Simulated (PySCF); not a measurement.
ClH₂O₂Sb, SMILES [OH][Sb]([Cl])[OH]. Atoms are numbered in the order given.

```xyz
6

Sb    -0.1621    -0.2015     0.4649
Cl     1.2061     1.4112    -0.7052
O      0.4615    -1.7119    -0.6659
H      0.9742    -1.3908    -1.4249
O     -1.8834     0.1640    -0.4450
H     -1.8353     0.0623    -1.4088
```

Geometry: B3LYP-D3(BJ)/def2-SVP. The def2 effective core potentials stand for the cores of Sb; spin–orbit coupling is left out. One conformer was computed; it need not be the lowest.

These are C-PCM-M06-2X/def2-SVP (PySCF) values and carry that method's errors.

The values are the electrostatic part of the solvation free energy, E(continuum) − E(gas) at the gas-phase geometry, in a cavity of scaled van der Waals radii (PySCF's table); cavitation and dispersion terms are not included. A continuum can't describe solvent molecules that bind to the metal. In vacuum the orbital gap is 9.17 eV. The dipole moment in vacuum is 0.74 D.

Estimate the values in water (ε = 78.36), chlorobenzene (ε = 5.70), ethylethanoate (ε = 5.99). (The exact figures need the calculation; the answer reports its results.)


```tsv
solvent	ε	ΔG(elec) (kcal/mol)	dipole (D)	gap (eV)
water	78.36	-9.4	1.06	9.26
chlorobenzene	5.70	-7.7	0.99	9.25
ethylethanoate	5.99	-7.8	1.00	9.25
```
